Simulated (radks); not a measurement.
Effect of the nuclear size on neutral rhenium, [Xe] 4f14 5d5 6s2. Method: Dirac Kohn-Sham, BLYP, spin-unpolarised, spherical densities, finite nucleus; open shells are shared between the two j in proportion to 2j + 1; Fermi nuclear charge, rms radius 5.3698 fm; computed with a radial shooting solver on a logarithmic mesh with Libxc functionals. The rms radius is varied about that value; shifts are against it.

rms radius (fm)  total energy shift (eV)  density at nucleus (e/bohr^3)  1s1/2 shift (meV)  2s1/2 shift (meV)  5s1/2 shift (meV)  5p1/2 shift (meV)  6s1/2 shift (meV)  5d5/2 shift (meV)  6p1/2 (empty) shift (meV)
4.7469                             -14.2                      1.617e+06              -5760               -819              -7.73              0.419             -0.537              0.466                      0.152
4.9724                             -9.22                       1.59e+06              -3730               -530              -5.00              0.271             -0.348              0.302                      0.098
5.3698                                 0                      1.547e+06              0.000              0.000              0.000              0.000              0.000              0.000                      0.000
5.5524                              4.39                      1.529e+06               1770                252               2.38             -0.129              0.166             -0.144                     -0.047
6.1592                              19.6                      1.473e+06               7940               1130               10.7             -0.576              0.741             -0.643                     -0.209

Slopes of the eigenvalues against <r^2> in GHz/fm^2, as finite differences over the two radii next to the reference (eigenvalue slopes, not the field-shift constants of lines): 1s1/2 218000, 2s1/2 31000, 5s1/2 293, 5p1/2 -15.8, 6s1/2 20.3, 5d5/2 -17.6, 6p1/2 (empty) -5.74.
